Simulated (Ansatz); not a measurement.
A run for Ansatz (an electronic-structure program): U-CCSD(T)/cc-pVDZ on BF (SMILES [B]F), a point of a bond scan (R = 2.530 Å).

Ansatz 0.2 input:
```yaml
crystal:
  periodic: [false, false, false]
  atoms:
    - {symbol: B, position_ang: [-0.00000000, -0.00000000, -0.81316192]}
    - {symbol: F, position_ang: [0.00000000, 0.00000000, 1.71667516]}
basis:
  gaussian:
    orbitals: cc-pVDZ
correlation: {method: ccsd_t, electrons: all}
scf: {omitted_lower_state_checks: [cluster_reference]}
magnetization: {spin_polarized: true, initial_magnetization: 0}
```

Task: What total energy does the run end on?

Result: -124.1698 hartree (reference determinant -123.9137, T1 diagnostic 0.094). Its determinant has ⟨S²⟩ = 0.86, a mixture of spin states.
